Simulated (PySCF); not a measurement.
**Basis and Hamiltonian dependence of the electron affinity of Te**

Te⁻ [Kr] 4d10 5s2 5p5 (2P) → Te [Kr] 4d10 5s2 5p4 (3P). All values are computed (PySCF 2.14, energy differences of UHF-based or UKS calculations, no spin-orbit coupling). Values in eV.

```
                                                                 basis       Hamiltonian  functions    UHF    PBE   PBE0  MP2 (valence)  CCSD(T) (valence)  CCSD(T) (valence and next inner shell)
                                          aug-cc-pVDZ-PP with ECP28MDF               ECP         32  1.083  2.073  2.035          1.720              1.746                                     n/a
                                        aug-cc-pwCVDZ-PP with ECP28MDF               ECP         48  1.079  2.082  2.041          1.719              1.744                                   1.750
                                          aug-cc-pVTZ-PP with ECP28MDF               ECP         55  1.057  2.060  2.018          1.849              1.913                                     n/a
               def2-TZVPPD with the def2 core potential (28 electrons)               ECP         59  1.054  2.066  2.021          1.794              1.849                                   1.869
                                                       aug-cc-pVTZ-DK3     spin-free X2C         68  1.059  2.075  2.031          1.851              1.916                                     n/a
                                                          ANO-RCC-VTZP     spin-free X2C         68  1.000  2.034  2.003          1.693              1.718                                   1.759
     x2c-TZVPPall with one added diffuse shell each of s, p, d, f type     spin-free X2C         76  1.076  2.087  2.047          1.844              1.908                                   1.924
                                          aug-cc-pVQZ-PP with ECP28MDF               ECP         92  1.057  2.073  2.026          1.937              2.011                                     n/a
                                        aug-cc-pwCVTZ-PP with ECP28MDF               ECP         96  1.054  2.065  2.021          1.854              1.917                                     n/a
                                                       aug-cc-pVQZ-DK3     spin-free X2C        102  1.056  2.077  2.030          1.935              2.009                                     n/a
                                                     aug-cc-pwCVTZ-DK3     spin-free X2C        109  1.055  2.074  2.028          1.855              1.919                                     n/a
aug-cc-pwCVTZ-DK3 with one added diffuse shell each of s, p, d, f type     spin-free X2C        125  1.055  2.077  2.029          1.857              1.921                                     n/a
                                                            dyall-av2z  non-relativistic        130  1.194  2.177  2.149          1.807              1.824                                     n/a
```

Task: Estimate the row for def2-QZVPPD with the def2 core potential (28 electrons) (ECP, 91 functions).

Result: From the rows with the same Hamiltonian and similar size; the calculation gives UHF 1.05; PBE 2.07; PBE0 2.02; MP2 (valence) 1.90; CCSD(T) (valence) 1.98 (eV).

Extrapolation of CCSD(T) (valence) from aug-cc-pVTZ-PP with ECP28MDF and aug-cc-pVQZ-PP with ECP28MDF: the correlation parts are 0.856 and 0.954 eV; with the X⁻³ form and unrounded values, (4³ × 0.954 − 3³ × 0.856)/(4³ − 3³) = 1.026 eV, and adding the Hartree-Fock value 1.057 eV of the larger basis gives 2.082 eV.

Extrapolation of CCSD(T) (valence) from aug-cc-pVTZ-DK3 and aug-cc-pVQZ-DK3: the correlation parts are 0.857 and 0.953 eV; with the X⁻³ form and unrounded values, (4³ × 0.953 − 3³ × 0.857)/(4³ − 3³) = 1.023 eV, and adding the Hartree-Fock value 1.056 eV of the larger basis gives 2.079 eV.

Frozen in the all-electron rows: valence: [Kr] 4d10; valence and next inner shell: [Ar] 3d10; with a core potential, the same shells as far as they lie outside it.

Non-relativistic rows lack the scalar-relativistic shift.

In most of these bases the highest occupied level of the anion is positive at PBE, so the basis helps to hold the electron.

Between the lowest levels the reference is 1.971 eV (measured; photodetachment measurements, as compiled on the Wikipedia data page of electron affinities); it includes spin-orbit coupling, which these numbers lack.
